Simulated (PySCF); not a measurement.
Compound: C5H8OSi (charge +1 and doublet state).
Structure used (GFN2-xTB), in Å, numbered top down from 1:
```xyz
15
C5H8OSi angstrom
Si     2.918   -0.072    0.097
O      1.383    0.563    0.189
C      0.130    0.253    0.234
C     -0.911    1.193    0.314
C     -2.197    0.485    0.345
C     -1.794   -0.953    0.274
C     -0.449   -1.064    0.211
H      2.891   -1.529    0.053
H      3.467    0.521    1.317
H      3.352    0.591   -1.133
H     -0.787    2.261    0.346
H     -2.773    0.714    1.248
H     -2.850    0.779   -0.484
H     -2.504   -1.760    0.274
H      0.121   -1.972    0.154
```

The hyperfine couplings belong to this conformer and change with its torsions.

Identity: `[CH]1[C+](C=CC1)O[SiH3]` [radical] (charge +1).

Computed with UKS B3LYP, pcH-1 on C H O Si, non-relativistic, mean-field spin-orbit, GIAO (PySCF). One conformer (not necessarily the lowest) at the GFN2-xTB geometry, without solvent, vibrations or thermal averaging. The geometry wasn't refined by DFT: couplings that depend on bond lengths, twists or pyramidal angles can differ widely from those at the functional's own minimum, by a factor of two or more for some ions and for spin on atoms past the first row. Stability of the SCF solution: not tested.

The Mulliken spin populations are largest on C4 (+0.68), C6 (+0.25) and O2 (+0.11). The angles at C4 add up to 360.0°, so it is planar; its axial dipolar tensor and the negative coupling of its proton fit spin in a p orbital normal to that plane.

**Question.** Test a(H) = Q·ρ(C) for the protons on planar carbons with a spin population beyond ±0.08.

**Answer.** 
| H | C | ρ(C) | a(H) (G) | a/ρ (G) |
| --- | --- | --- | --- | --- |
| H11 | C4 | +0.683 | -16.67 | -24.4 |
| H14 | C6 | +0.253 | -6.46 | -25.6 |

A least-squares line through the origin gives Q = -24.6 G with Mulliken populations. In McConnell's picture π spin on carbon polarises the C–H bond and leaves opposite spin at the proton, which makes Q negative, as found here.

Couplings in gauss use g_iso = 2.0031.

On Arm Neoverse V1, one thread, shared host with 32 logical CPUs at a one-minute load of 17, this took 76 s (with the writing of density and orbital grids) and 0.96 GiB of memory at its peak.
